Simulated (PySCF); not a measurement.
Level of theory: PBE-D3(BJ)/def2-TZVP // PBE-D3(BJ)/def2-SVP (PySCF). All species are isolated molecules in the gas phase. 

Reference species: [Fe(NH3)4]2+ (excited triplet) (charge +2, multiplicity 3).

coordination number: 4
highest occupied spin orbital: -13.41 eV

Changed species: [Ni(NH3)4]2+ (excited triplet) (M = Ni, multiplicity 3; the reference has M = Fe, multiplicity 3).

Task: What does the change do to the coordination number and highest occupied spin orbital?

Result: the coordination number stays essentially unchanged; the highest occupied spin orbital falls by 1.43 eV, to -14.84 eV.
